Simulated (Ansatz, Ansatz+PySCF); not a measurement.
```xyz
4

N     0.0000    0.0000   -0.4711
H     0.0000    0.0000    3.2974
H    30.0000    0.0000   -2.9815
F    30.0000    0.0000    0.3313
```

Basis set: 6-31G (spherical functions). Correlated methods keep 2 orbitals frozen. Charge 0, multiplicity 3.

Computed with Ansatz (development build ahead of 0.2.0); each method stands on the lowest determinant of its kind that the runs found.

Q: Give the atomization energy at this shape (free ground-state atoms in the same class of orbitals less the molecule, no zero-point energy) of triplet NH₂F in separate pieces by UHF-CCSD(T), UHF-MP2, UHF.

A:

| method | atomization energy |
| --- | --- |
| UHF-CCSD(T) | 0.5 kJ/mol |
| UHF-MP2 | 0.5 kJ/mol |
| UHF | 0.3 kJ/mol |

Caution: the unrestricted determinant is a mixture of spin states. Caution for UHF-CCSD(T), UHF-MP2: bonds are stretched, where a single reference can fail. Caution for UHF-MP2: forces differ strongly between restricted and unrestricted references.

This basis has no polarisation functions and is too small for such energies, which can lie far from measured ones in either direction.
